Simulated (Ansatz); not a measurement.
A structure relaxed at PBE0-D4/def2-TZVP, charge 0, multiplicity 1:

```json
{"atom": "C1", "x (Å)": "-0.2255", "y (Å)": "-1.2937", "z (Å)": "1.3037"}
{"atom": "Si2", "x (Å)": "-0.0579", "y (Å)": "0.3846", "z (Å)": "0.5313"}
{"atom": "F3", "x (Å)": "1.3829", "y (Å)": "1.0030", "z (Å)": "0.9120"}
{"atom": "C4", "x (Å)": "-0.0806", "y (Å)": "0.3472", "z (Å)": "-1.3467"}
{"atom": "O5", "x (Å)": "0.2677", "y (Å)": "1.6089", "z (Å)": "-1.9030"}
{"atom": "H6", "x (Å)": "-0.1461", "y (Å)": "-1.2317", "z (Å)": "2.3915"}
{"atom": "H7", "x (Å)": "-1.2003", "y (Å)": "-1.7277", "z (Å)": "1.0638"}
{"atom": "H8", "x (Å)": "0.5483", "y (Å)": "-1.9752", "z (Å)": "0.9424"}
{"atom": "H9", "x (Å)": "-1.0718", "y (Å)": "1.3353", "z (Å)": "1.0544"}
{"atom": "H10", "x (Å)": "-1.0893", "y (Å)": "0.1156", "z (Å)": "-1.7032"}
{"atom": "H11", "x (Å)": "0.5701", "y (Å)": "-0.4542", "z (Å)": "-1.7293"}
{"atom": "H12", "x (Å)": "1.1026", "y (Å)": "1.8880", "z (Å)": "-1.5170"}
```

Question: Give its formula and SMILES.

Answer: C2H7FOSi, `C[SiH](F)CO`.

Question: Summarise the bond lengths by kind.

Answer: 2 × C–Si 1.855 to 1.879 Å; 5 × C–H 1.092 to 1.101 Å; 1 × F–Si 1.613 Å; 1 × H–Si 1.485 Å; 1 × C–O 1.422 Å; 1 × H–O 0.961 Å.

All numbers were calculated with Ansatz.
